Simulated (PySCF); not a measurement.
A side-by-side comparison of computed properties.

First species: C8H16Si.
Cartesian coordinates in Å at the PBE0-D3(BJ)/def2-SVP level; atoms count from 1:
```
atom  x, y, z in Å
C1     2.3534   -0.3404    1.3310
C2     2.6044   -0.1969   -0.1738
C3     1.4128    0.5431   -0.8018
Si4   -0.0890   -0.1098    0.1662
C5     0.9460   -0.9213    1.5402
C6    -1.3158   -1.2186   -0.7742
C7    -2.6934   -0.7060   -0.3255
C8    -2.6208    0.8163   -0.1650
C9    -1.3993    1.1602    0.7019
H10    3.1345   -0.9514    1.8131
H11    2.4106    0.6598    1.7972
H12    3.5640    0.3073   -0.3755
H13    2.6850   -1.2056   -0.6179
H14    1.5047    1.6297   -0.6284
H15    1.3481    0.4018   -1.8916
H16    0.5615   -0.7546    2.5582
H17    0.9574   -2.0139    1.3811
H18   -1.1824   -2.2971   -0.5979
H19   -1.1837   -1.0566   -1.8584
H20   -2.9514   -1.1536    0.6513
H21   -3.4964   -0.9997   -1.0217
H22   -2.5024    1.2735   -1.1640
H23   -3.5576    1.2221    0.2516
H24   -1.6335    1.0013    1.7693
H25   -1.0851    2.2104    0.6008
```

Second species: [TcS4]- (charge -1 and singlet state).
SMILES: `[S]=[Tc-](=[S])(=[S])=[S]`

Levels: B3LYP/def2-SVPD for HOMO energy, LUMO energy, HOMO–LUMO gap and static isotropic polarisability; TDDFT B3LYP/def2-SVPD for lowest singlet excitation; TDA B3LYP/def2-SVPD for lowest triplet excitation (Tamm–Dancoff). Geometries: PBE0-D3(BJ)/def2-SVP. All species are isolated and taken at one optimised geometry (atoms past krypton carry core potentials, spin–orbit coupling is left out). Electronic properties by PySCF.

```csv
property,column X,column Y
HOMO energy,-7.45 eV,-2.38 eV
LUMO energy,0.36 eV,0.45 eV
HOMO–LUMO gap,7.81 eV,2.83 eV
lowest singlet excitation,6.97 eV,1.76 eV
lowest triplet excitation (Tamm–Dancoff),6.84 eV,1.40 eV
static isotropic polarisability,116.2 au,153.7 au
```

**Question.** Which column belongs to which species?

**Answer.** Column X is the first species and column Y the second. The first has 25 atoms and 78 electrons, the second 5 and 108; their charges are 0 and -1, their HOMO energies -7.45 eV and -2.38 eV.

**Question.** How does each property change from the first species to the second?

**Answer.** HOMO energy +5.07 eV; LUMO energy +0.09 eV; HOMO–LUMO gap -4.98 eV; lowest singlet excitation -5.21 eV; lowest triplet excitation (Tamm–Dancoff) -5.44 eV; static isotropic polarisability +37.5 au.

On the first: The vertical singlet–triplet gap S1 − T1 is 0.13 eV (TDDFT singlet less Tamm–Dancoff triplet). No computed singlet falls in the visible range (750 to 380 nm, 1.65 to 3.26 eV); S1 lies 3.71 eV above its blue end.

On the second: The principal polarisabilities are 153.5, 153.8 and 154.0 au; their mean is the isotropic value. S1 lies 1.07 eV below the HOMO–LUMO gap. Atoms past krypton carry effective core potentials; spin–orbit coupling is left out. The geometry's basis has no diffuse functions, a weakness for an anion.

One conformer stands for the species.
